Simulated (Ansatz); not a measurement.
Geometry optimisation, Ansatz 0.2.0, UKS PBE/def2-SVP.

Input:

```yaml
crystal:
  periodic: [false, false, false]
  atoms:
    - { symbol: C, position_ang: [-1.5522, 1.1454, 0.2177] }
    - { symbol: C, position_ang: [-0.2489, 1.1117, 0.6461] }
    - { symbol: C, position_ang: [0.8505, 0.0697, 0.3317] }
    - { symbol: Si, position_ang: [0.5359, -1.3833, -0.7083] }
    - { symbol: H, position_ang: [-1.9356, 0.3812, -0.3936] }
    - { symbol: H, position_ang: [-2.1683, 1.9489, 0.555] }
    - { symbol: H, position_ang: [-1.23146, 1.36093, -0.8015] }
    - { symbol: H, position_ang: [1.187, -0.254, 1.3067] }
    - { symbol: H, position_ang: [1.6585, 0.6383, -0.1508] }
    - { symbol: H, position_ang: [-0.5064, -2.3061, -0.1409] }
    - { symbol: H, position_ang: [1.7893, -2.2018, -0.8878] }
    - { symbol: H, position_ang: [0.0945, -1.0122, -2.1027] }
magnetization:
  spin_polarized: true
basis:
  gaussian: { orbitals: def2-SVP }
hamiltonian:
  xc: pbe
relax:
  f_tol: 0.02
  max_steps: 50
output:
  orbitals: {}
```

Run as:

```bash
$ ansatz run input.yaml --threads 2 --pin off --max-ram 3072MiB --backend cpu --events-out ev --progress --plain --runs-dir out
```

Where does it end, and by what steps?

The run converged. After 39 steps the energy has fallen by 4.397 eV; H9 moved furthest, 2.25 Å. Parted: C3–Si4. Joined: C2–Si4.

```tsv
step	energy less start (eV)	largest force component (eV/Å)	accepted
0	0.0000	3.585	yes
2	-1.2279	1.238	yes
4	-1.3106	0.242	yes
6	-1.3197	0.114	yes
8	-1.3537	0.369	yes
10	-1.4505	1.060	yes
12	-1.5608	0.840	yes
14	-1.6304	0.151	yes
16	-1.7184	0.986	yes
18	-2.0620	1.340	yes
20	-2.8371	1.364	yes
22	-3.6183	0.988	yes
24	-4.1150	0.589	yes
26	-4.1197	1.690	no
28	-4.2591	0.113	yes
30	-4.2801	0.291	yes
32	-4.3459	0.187	yes
34	-4.3759	0.479	no
36	-4.3923	0.060	yes
38	-4.3966	0.044	yes
39	-4.3969	0.017	yes
```

```xyz
12
Properties=species:S:1:pos:R:3
C -0.961 1.181 -0.538
C -0.041 0.142 0.056
C 0.674 0.369 1.181
Si 0.097 -1.529 -0.819
H -2.005 0.805 -0.609
H -0.972 2.115 0.061
H -0.660 1.442 -1.576
H 1.347 -0.390 1.613
H 0.613 1.334 1.717
H 1.076 -2.412 -0.097
H 0.552 -1.345 -2.246
H -1.246 -2.213 -0.870
```

Time of the run: 2.1 min on 2 threads of Arm Neoverse V1, on a shared host, peak memory 0.23 GiB.
